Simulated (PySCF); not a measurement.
C2H9Ge2NS.
SMILES: `C[C](=S)[GeH2][NH][GeH3]`

Level of theory: TDDFT wB97X-D/def2-SVPD, vertical, gas phase, core orbitals frozen in the response (PySCF). One conformer (not necessarily the lowest) at the PBE0-D3(BJ)/def2-SVP geometry, without solvent, vibrations or thermal averaging. The wB97X-D/def2-SVPD calculation is non-relativistic and has no spin–orbit coupling, an omission that weighs most on germanium. Torsions of this conformer, `[CH3:1][C:2](=[S:3])[GeH2:4][NH:5][GeH3:6]`: C1–C2–Ge4–N5 72°, C2–Ge4–N5–Ge6 -89°.

```
state  E (eV)  E (hartree)       f  main configurations (H = HOMO, L = LUMO)
   S1    2.12       0.0778  0.0002                                 H→L (96%)
   S2    4.61       0.1695   0.021                  H-1→L (83%), H-4→L (10%)
   S3    5.71       0.2099   0.194                  H-2→L (62%), H-4→L (14%)
   S4    5.82       0.2137   0.036   H→L+1 (52%), H-2→L (13%), H-1→L+1 (13%)
   S5    6.04       0.2221   0.051     H-4→L (37%), H-2→L (15%), H→L+1 (12%)
   S6    6.16       0.2263   0.052                  H→L+3 (40%), H→L+2 (31%)
   S7    6.49       0.2384   0.017                H-1→L+1 (44%), H→L+4 (13%)
   S8    6.53       0.2400   0.077     H→L+4 (29%), H→L+6 (20%), H→L+5 (18%)
   S9    6.58       0.2419  0.0021     H-3→L (51%), H-5→L (17%), H-4→L (10%)
  S10    6.79       0.2494   0.016   H→L+5 (28%), H-1→L+2 (16%), H→L+2 (14%)
```

Triplets, Tamm–Dancoff:

```csv
state,E (eV),λ (nm),"main configurations (H = HOMO, L = LUMO)"
T1,1.65,750.7,H→L (96%)
T2,3.27,378.9,H-2→L (88%)
T3,4.29,289.0,"H-1→L (66%), H-4→L (18%)"
T4,5.43,228.5,"H-4→L (35%), H-1→L+1 (10%), H-1→L (10%)"
```

The lowest singlet lies at 2.12 eV (586 nm, visible) and is dark (f under 0.0005); its leading configuration is HOMO→LUMO (96%). The most intense listed level is S3 at 5.71 eV (217 nm, f = 0.194), 3.60 eV above S1. S1 has the pattern of n→π* at C=S. Of the 10 states listed, 8 reach f = 0.01 and 1 stays under 0.0005. Weighted by f, the mean energy of these states is 5.96 eV. The listed states span 4.67 eV, and the widest gap between neighbours is 2.50 eV (S1 to S2). S1 lies in the visible range (380 to 750 nm), at 586 nm, dark in the vertical dipole picture (f under 0.0005); light of that wavelength is yellow, and its complementary colour is blue. All these states lie below the vertical ionisation energy of 8.23 eV (ΔSCF). The window holds the lowest 10 singlets.

On an Arm Neoverse V1 with one thread, no GPU, shared host, this took 3.0 min of wall time.
